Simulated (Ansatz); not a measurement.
Consider the atomization: `[SiH3][CH2][SnH2][SH]` → C• + 8 H• + S• + Si• + Sn•.

Calculated with Ansatz (gas phase, PBE0-D4/def2-TZVP geometries, no zero-point term in ΔE). CCSD(T)/CBS adds triple-zeta CCSD(T) − MP2 to the extrapolated MP2 energy (def2 sets, frozen cores). This one scheme is used for every species, atoms too. DFT in def2-TZVPP. B3LYP here is the variant with VWN-RPA as its local correlation; programs differ in this. No spin–orbit coupling; open shells (•) take unrestricted orbitals. Spin–orbit coupling would lower the free atoms: a little for C, S, Si; strongly for Sn. def2 core potentials past Kr. For Sn outer-core shells are correlated without core-valence functions, so the limit isn't a true one: a few kJ/mol of doubt a bond, and 10 to 20 or more in all where bonds break to atoms. Each species was taken in one conformer, which may not be the lowest.

Q: What is ΔE at CCSD(T)/CBS? (Best estimate.)

A: The calculation gave: +863.3 kcal/mol.

Q: What do these levels give: PBE-D4, PBE0-D4, B3LYP-D4, ωB97X-V, r2SCAN, PBE0, MP2/def2-TZVPP, SCS-MP2/def2-TZVPP, SCS-MP2/def2-QZVPP, HF/CBS(def2), MP2/CBS(def2), CCSD/CBS(def2)? (Estimate.)

A: The calculation gave: PBE-D4 854.0, PBE0-D4 850.3, B3LYP-D4 854.1, ωB97X-V 865.3, r2SCAN 855.0, PBE0 843.9, MP2/def2-TZVPP 833.5, SCS-MP2/def2-TZVPP 839.6, SCS-MP2/def2-QZVPP 855.1, HF/CBS(def2) 635.1, MP2/CBS(def2) 856.4, CCSD/CBS(def2) 852.8 kcal/mol.

Largest T1 diagnostic among the species: 0.012.

In def2-TZVPP, CCSD(T) changes the Hartree–Fock value by +206.9 kcal/mol (the triples alone add +10.5 kcal/mol) and MP2 by +200.0 kcal/mol; breaking electron pairs costs correlation energy, which Hartree–Fock lacks. The D4 term adds +11.9 kcal/mol with B3LYP and +6.3 kcal/mol with PBE0; it sums over pairs of atoms, weighted by their polarisabilities, and B3LYP, whose exchange is more repulsive, gets the larger term. From PBE to PBE0 (25 % exact exchange), in def2-TZVPP and without D4, ΔE moves by −2.7 kcal/mol: exact exchange takes away binding that semilocal exchange gives to molecules.

For atomizations the MP2-based limit and the directly extrapolated one differ by several kJ/mol either way, and by 10 to 25 for some Ge, Se and Sn compounds, so smaller differences from it don't rank the levels.
